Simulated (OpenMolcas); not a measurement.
A calculation on Mg I.

```json
{"Program": "OpenMolcas 26.06", "Method": "SS-CASPT2, IPEA 0.25 Eh, imaginary shift 0.1 Eh (closed shells correlated: 2s 2p)", "Basis": "ANO-RCC-VQZP [6s5p3d2f1g]", "Scalar Hamiltonian": "DKH2, point nucleus", "Active space": "2 electrons in 8 orbitals (3s 3p 4s 4p)", "State averaging": "2S+1 = 3 even, 3 roots; 2S+1 = 1 even, 1 root; 2S+1 = 3 odd, 3 roots; 2S+1 = 1 odd, 3 roots", "Spin-orbit coupling": "state interaction with AMFI integrals over the reference wave functions, term energies averaged over their components"}
```

**Question.** Which level of the active space comes out lowest?

**Answer.** 3s² ¹S₀, with 100 % of that term; it is also the measured ground level.

**Question.** How high does 3s 3p ¹P°₁ lie?

**Answer.** 4.561 eV above the lowest level; measured 4.3458 eV above the ground level, so the calculation is off by +5 %.

**Question.** How high does 3s 3p ³P°₀ lie?

**Answer.** 2.702 eV above the lowest level; measured 2.7091 eV above the ground level, so the calculation is off by 0 %.

**Question.** How high does 3s 3p ³P°₂ lie?

**Answer.** 2.708 eV above the lowest level; measured 2.7166 eV above the ground level, so the calculation is off by 0 %.

Measured values: NIST Handbook of Basic Atomic Spectroscopic Data.

Active for correlation alone: 4p 4s; no level in the range computed is led by a configuration that fills them, so any true level of that kind is missing. Measured partners are found by configuration, term and J. A level has none where our copy of the source lacks it or the pairing is in doubt (some pairs that miss far off the trend of their configuration count as doubtful), and it then counts in no deviation. Only configurations of the active space appear.

° marks odd parity.
